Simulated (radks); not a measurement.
Ga VIII, configuration [Ar] 3d6.

Calculated with a radial shooting solver on a logarithmic mesh with Libxc functionals: scalar-relativistic Kohn-Sham, LDA (Slater exchange, Perdew-Wang correlation), spin-polarised, spherical densities, finite nucleus; open shells are filled with parallel spins first; Fermi nuclear charge, rms radius 3.9973 fm.

Energy parts (Ry):
part                       energy
total                 -3848.01745
kinetic                3913.10304
electron-nucleus      -9012.64923
Hartree                1387.42258
exchange-correlation   -135.89384

Orbitals (lengths in bohr, moments of r in powers of bohr; <r^-3> diverges for s and p1/2):
| orbital | occ. | eigenvalue (Ry) | <r^2> | <r^-3> |
|---|---|---|---|---|
| 1s up | 1 | -761.7726 | 0.003188 | - |
| 1s down | 1 | -761.7682 | 0.003188 | - |
| 2s up | 1 | -104.2410 | 0.05619 | - |
| 2s down | 1 | -103.9468 | 0.05601 | - |
| 2p up | 3 | -92.30424 | 0.04471 | 887.6 |
| 2p down | 3 | -92.07806 | 0.04452 | 890.8 |
| 3s up | 1 | -21.58245 | 0.4509 | - |
| 3s down | 1 | -21.12354 | 0.4554 | - |
| 3p up | 3 | -17.91720 | 0.4753 | 133.6 |
| 3p down | 3 | -17.46442 | 0.4818 | 131.2 |
| 3d up | 5 | -11.92107 | 0.5059 | 15.88 |
| 3d down | 1 | -11.45358 | 0.5228 | 15.55 |

The highest occupied level is 3d down at -155.83 eV. The density falls to 0.001 e/bohr^3 at r = 1.97 bohr. The electron density at the nucleus is 2.841e+04 e/bohr^3 (large components only). For comparison, the ionisation energy in NIST's Atomic Spectra Database is 170 eV (theoretical). In exact Kohn-Sham theory the highest level is minus the ionisation energy, but local and semilocal functionals leave it too shallow, through self-interaction and a potential that decays too fast; potentials with the right tail come closer.
